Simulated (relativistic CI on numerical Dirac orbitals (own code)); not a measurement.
## Hyperfine structure of Te V, mass number 123

Computed by Dirac-Coulomb-Breit CI, separate exchange-only KLI orbitals for each configuration, QED by a radiative potential, valence Slater integrals scaled by 0.85, P86 correlation energy added to each configuration (own radial code, finite nucleus).

Configurations in the expansion (outside the closed core [Kr] 4d10): 5s2, 5s 5p, 5p2, 5s 5d, 5d2, 5s 5f, 5s 5g, 5p 5d, 4f2, 5s 6s, 5s 4f, 4f 5p, 5s 6p, 5f2, 5s 6d, 5s 7s. Levels of other configurations are missing.

Nuclear spin I = 1/2, μ = -0.7358 μN (tables of Stone and Pyykkö). The electronic factors are computed for point nuclear moments, without core polarisation; leaving it out makes A of s and p electrons in near-neutral atoms 20 to 40 % too small, and it can dominate for d and f shells.

| Level | E (cm⁻¹) | A (MHz) |
| --- | --- | --- |
| 5s 5p 3P°_1 | 73584.7 | -20860 |
| 5s 5p 3P°_2 | 81126.3 | -13540 |
| 5s 5p 1P°_1 | 111230.6 | 1001 |
| 5p2 1D_2 | 178637.5 | -3682 |
| 5p2 3P_1 | 179673.7 | 699.1 |
| 5p2 3P_2 | 188686.1 | -1663 |
| 5s 5d 3D_1 | 211807.1 | 11920 |
| 5s 5d 3D_2 | 212291.1 | -5080 |

Levels with J = 0, under 50 % of one LS term, or S terms without an open s electron are left out. Small factors come from cancelling terms and can be off by tens of per cent or more.

At this charge configurations can still be misplaced by up to about 7 % of their energy. Levels and lines within the n = 5 or 6 shells can be off by up to 10 % or somewhat more, and those that change n by about 2 %, since core polarisation is missing. 9 of the 9 excited levels that our extract of the measured tables holds in this range could be paired (the sources list more); they are missed by 3264 cm⁻¹ on average and 4265 at most, and levels without a partner can miss by more.

Problem. Give the hyperfine levels of 5s 5p 3P°_1 relative to its centre of gravity.

Solution. With K = F(F + 1) − I(I + 1) − J(J + 1), E = AK/2: F = 1/2: 20860, F = 3/2: -10430 MHz.

LS names give the leading component of a level, which can be under half, so a name can repeat, a term be missing and a line seem to break the LS rules.
